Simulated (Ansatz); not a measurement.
Input file for Ansatz (an electronic-structure program): R-CCSD(T)/aug-cc-pVTZ on CH3Li (SMILES [Li][CH3]), atoms moved off the minimum.

Ansatz 0.2 input:
```yaml
crystal:
  periodic: [false, false, false]
  atoms:
    - {symbol: Li, position_ang: [-1.05535062, -0.70187227, -0.78903062]}
    - {symbol: C, position_ang: [0.20074912, 0.13842465, 0.20143301]}
    - {symbol: H, position_ang: [0.81072058, -0.62598109, 0.77308168]}
    - {symbol: H, position_ang: [-0.17656243, 0.81556425, 0.94911588]}
    - {symbol: H, position_ang: [1.05970149, 0.70401747, -0.27756811]}
basis:
  gaussian:
    orbitals: aug-cc-pVTZ
magnetization: {spin_polarized: false}
correlation: {method: ccsd_t, electrons: outside_noble_gas}
scf: {lower_state_search: off}
output: {forces: true}
```

Program output:

```
WARN ansatz: RAYON_NUM_THREADS=1 ignored (pool sized by the plan → 1); use --threads N
Functional definition: HF
these checks for a lower state are left out or cut short: starts, cluster_reference, orbital_swaps, neighbouring_geometries, increment
integrals: 0.44 GiB planned
859 factors; integrals over basis functions are off by at most 5.6e-4 eV
mean field: 0.26 GiB planned
mean field evaluation 1: about -1276.6364 eV, gradient 3.6e1 eV
mean field evaluation 2: about -1276.6372 eV, gradient 3.6e1 eV
mean field evaluation 4: about -1279.7037 eV, gradient 1.7e0 eV
mean field evaluation 8: about -1279.7215 eV, gradient 1.5e-3 eV
mean field -1279.72146052 eV, -47.0288962477 hartree, gradient 2.3e-6 eV, S^2 0.000000; 0 other end points of the search recorded, 0 dependent functions left out
2 core orbitals not correlated
reference -1279.72146052 eV, -47.0288962477 hartree; 4, 4 occupied and 155, 155 virtual orbitals, 859 factors
densities: 2.08 GiB planned
second order -5.74247051 eV of doubles, -0.00000000 eV of singles
coupled cluster: 1.15 GiB planned
cycle   1  -6.01945950 eV  change   -2.8e-1 eV  update   4.8e-2
cycle   2  -6.16225977 eV  change   -1.4e-1 eV  update   1.5e-2
cycle   3  -6.18580701 eV  change   -2.4e-2 eV  update   6.5e-3
cycle   4  -6.18540924 eV  change    4.0e-4 eV  update   2.4e-3
cycle   5  -6.18483011 eV  change    5.8e-4 eV  update   1.4e-3
cycle   6  -6.18470052 eV  change    1.3e-4 eV  update   5.7e-4
cycle   7  -6.18466207 eV  change    3.8e-5 eV  update   2.3e-4
cycle   8  -6.18468566 eV  change   -2.4e-5 eV  update   7.9e-5
cycle   9  -6.18469633 eV  change   -1.1e-5 eV  update   2.6e-5
cycle  10  -6.18469284 eV  change    3.5e-6 eV  update   9.8e-6
cycle  11  -6.18469235 eV  change    4.9e-7 eV  update   3.7e-6
perturbative correction -0.23565056 eV, -0.0086599983 hartree
the calculation of the forces begins
Total energy: -1286.14180342 eV, -47.2648394976 hartree
Atom 0 at    -1.055351    -0.701872    -0.789031 Å, force    -1.107988    -0.738431    -0.943133 eV/Å
Atom 1 at     0.200749     0.138425     0.201433 Å, force     2.838259     0.156199     0.326436 eV/Å
Atom 2 at     0.810721    -0.625981     0.773082 Å, force    -0.617112     0.362317    -0.157025 eV/Å
Atom 3 at    -0.176562     0.815564     0.949116 Å, force    -0.255078     0.479450     0.637827 eV/Å
Atom 4 at     1.059701     0.704017    -0.277568 Å, force    -0.858081    -0.259535     0.135895 eV/Å
Dipole moment:    -0.814905    -0.558225    -0.593873 e Å
Checks for a lower state left out: starts, cluster_reference, orbital_swaps, neighbouring_geometries, increment
```

The run converged.

Cost: about 40 core-seconds (a rough figure).
